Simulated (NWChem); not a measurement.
C₄H₄ClF; SMILES C=C(C(=C)F)Cl

```xyz
10

C     -1.6713     1.0175     0.0000
C     -0.3396     0.9539     0.0000
F      0.3843     2.0778     0.0000
C      0.5047    -0.2475     0.0000
C      1.8413    -0.2039     0.0000
Cl    -0.3343    -1.7646     0.0000
H     -2.1679     1.9884     0.0000
H     -2.2637     0.1048     0.0000
H      2.3474     0.7620     0.0000
H      2.4360    -1.1178     0.0000
```
Atoms are numbered in this order, from 1.

Level: PBE0/def2-SVP (NWChem), optimised geometry, unscaled harmonic frequencies. 

### Question
List the harmonic frequencies with IR intensities, and the thermochemistry.

### Answer
| frequency (cm⁻¹) | IR intensity (km/mol) |
|---|---|
| 88 | 2.1 |
| 251 | 1.4 |
| 354 | 1.8 |
| 360 | 0.1 |
| 444 | 0.5 |
| 471 | 5.0 |
| 649 | 0.5 |
| 709 | 12.8 |
| 726 | 0.1 |
| 761 | 0.1 |
| 873 | 13.0 |
| 888 | 62.3 |
| 916 | 34.6 |
| 958 | 23.0 |
| 1131 | 98.0 |
| 1343 | 11.3 |
| 1375 | 14.2 |
| 1413 | 11.8 |
| 1687 | 79.6 |
| 1758 | 24.7 |
| 3199 | 2.9 |
| 3211 | 4.6 |
| 3314 | 1.5 |
| 3330 | 1.5 |

| Property | Value |
|---|---|
| zero-point energy | 43.2 kcal/mol |
| thermal correction to the enthalpy at 298.15 K (with zero-point energy) | 47.5 kcal/mol |
| heat capacity Cv | 21.3 cal/(mol K) |
| entropy at 298.15 K and 1 atm (symmetry number 1) | 78.3 cal/(mol K) |
| dipole moment | 0.16 D |

Rigid rotor and harmonic oscillator; modes under 100 cm⁻¹ make the entropy uncertain.
